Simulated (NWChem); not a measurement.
# Polarisability of BeCl (+1)

```xyz
2

Be     0.0000     0.0000    -1.4219
Cl     0.0000     0.0000     0.3346
```
Charge +1, spin multiplicity 1.

Everything below was run with NWChem. Structure: optimised with B3LYP/def2-SVP, a minimum by its harmonic frequencies.

Basis set: def2-SVPD. Static limit.

```json
[
 {"method": "HF", "isotropic polarisability (bohr³)": "19.43", "difference from CCSD linear response": "-2.31"},
 {"method": "B3LYP", "isotropic polarisability (bohr³)": "21.56", "difference from CCSD linear response": "-0.18"},
 {"method": "CCSD linear response", "isotropic polarisability (bohr³)": "21.74", "difference from CCSD linear response": "0.00"},
 {"method": "PBE", "isotropic polarisability (bohr³)": "22.25", "difference from CCSD linear response": "+0.51"},
 {"method": "BHandHLYP", "isotropic polarisability (bohr³)": "20.46", "difference from CCSD linear response": "-1.27"}
]
```

The values span 2.83 bohr³, from HF (lowest) to PBE (highest). 

The correlated methods keep 6 core orbitals frozen. B3LYP has NWChem's definition, with VWN1-RPA local correlation. The spin multiplicity of the parent species was assumed, not shown to be that of its ground state. The structure started from a generated list of species. Coupled-cluster values serve here as a point of comparison, not as the truth.
